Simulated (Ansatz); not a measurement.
One change: `NC1N[SiH2]1` becomes `SC1N[SiH2]1`.

Ansatz, PBE0-D4/def2-TZVP geometries, multiplicity 1. Each molecule was computed in one conformer, which needn't be the lowest.

```tsv
property	`NC1N[SiH2]1`
zero-point energy (PBE0-D4/def2-TZVP) / kJ/mol	200.1
size of the dipole moment (ωB97M-V/def2-TZVPP) / D	1.12
size of the dipole moment (PBE/def2-TZVPP) / D	1.05
HOMO–LUMO gap (ωB97M-V/def2-TZVPP) / eV	10.64
ideal-gas entropy at 298 K and 1 bar (rigid rotor, harmonic PBE0-D4/def2-TZVP) / J/(mol·K)	297
HOMO energy (PBE/def2-TZVPP) / eV	-5.51
```

Problem. Give the same properties after the change, and the shifts. (An estimate is asked.)

Solution. Computed: 
```
                                                                                  property  `SC1N[SiH2]1`  shift
                                            zero-point energy (PBE0-D4/def2-TZVP) / kJ/mol          154.0  -46.1
                                        size of the dipole moment (ωB97M-V/def2-TZVPP) / D           0.74  -0.38
                                            size of the dipole moment (PBE/def2-TZVPP) / D           0.70  -0.35
                                                   HOMO–LUMO gap (ωB97M-V/def2-TZVPP) / eV          10.43  -0.21
ideal-gas entropy at 298 K and 1 bar (rigid rotor, harmonic PBE0-D4/def2-TZVP) / J/(mol·K)            307     10
                                                         HOMO energy (PBE/def2-TZVPP) / eV          -5.70  -0.19
```

With PBE0 the HOMO falls by 0.09 eV and the LUMO falls by 0.27 eV, so the gap narrows by about 0.18 eV. PBE moves the HOMO by -0.19 eV and ωB97M-V by -0.03 eV. The zero-point energy changes by -46.1 kJ/mol with -3 modes. Dipoles are sizes alone; their direction can turn.
